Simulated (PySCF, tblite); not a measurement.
Isomers of C6H9F2O (doublet state). All values are computed: GFN2-xTB (tblite) harmonic vibrations without scaling, gas phase. The method is semi-empirical: single wavenumbers can be off by several per cent or more. One conformer each. Open shells enter through the occupations alone, without spin polarisation, and single modes of such species can be off by tens of per cent.

Electronic energies: B3LYP/pcH-1 single points on the GFN2-xTB geometries (PySCF, gas phase).

```csv
SMILES,"electronic energy, lowest = 0 (kJ/mol)"
C[C](CF)/C(=C\F)CO,0.0
C=C(CF)[C](CO)CF,13.6
C=C(C)OC[C](F)CF,48.1
```

Q: How do GFN2-xTB zero-point energies change the relative energies?

A: 
```tsv
SMILES	ZPE (kJ/mol)	of it from modes above 1550 cm⁻¹	electronic (kJ/mol)	with ZPE, lowest = 0 (kJ/mol)	lowest mode (cm⁻¹)	rings
C[C](CF)/C(=C\F)CO	361.6	163.9	0.0	0.0	48	0
C=C(CF)[C](CO)CF	359.5	164.1	13.6	11.5	23	0
C=C(C)OC[C](F)CF	356.6	172.0	48.1	43.1	17	0
```

The zero-point energies span 5.0 kJ/mol, from `C=C(C)OC[C](F)CF` to `C[C](CF)/C(=C\F)CO`. The order is unchanged.

Q: And how do the electronic energies of GFN2-xTB itself compare?

A: `C[C](CF)/C(=C\F)CO` 0.0; `C=C(CF)[C](CO)CF` 23.6; `C=C(C)OC[C](F)CF` 58.8 kJ/mol, lowest = 0. Against the energies above, taken from the same isomer `C[C](CF)/C(=C\F)CO`, the largest difference is 10.7 kJ/mol.
